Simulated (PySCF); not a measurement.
## Kr²⁺: ionisation energy

Kr²⁺ [Ar] 3d10 4s2 4p4 (3P) → Kr³⁺ [Ar] 3d10 4s2 4p3 (4S), as a difference of total energies. Computed with PySCF 2.14 in aug-cc-pVTZ-DK (7s6p4d2f, 59 functions), with scalar relativity by spin-free X2C-1e. Correlated levels: valence: [Ar] 3d10 frozen. The calculations carry no spin-orbit coupling.

```
           method  ionisation energy (eV)  difference from reference (eV)
              UHF                  34.342                          -1.496
    MP2 (valence)                  35.055                          -0.783
SCS-MP2 (valence)                  35.128                          -0.710
   CCSD (valence)                  35.174                          -0.664
CCSD(T) (valence)                  35.196                          -0.642
```

Reference: 35.838 ± 0.02 eV (measured; NIST Atomic Spectra Database, ionization energies).

The reference lies between the lowest fine-structure levels, while these numbers refer to the centres of the terms.

Errors of the correlated levels include the incompleteness of this basis and the frozen core.
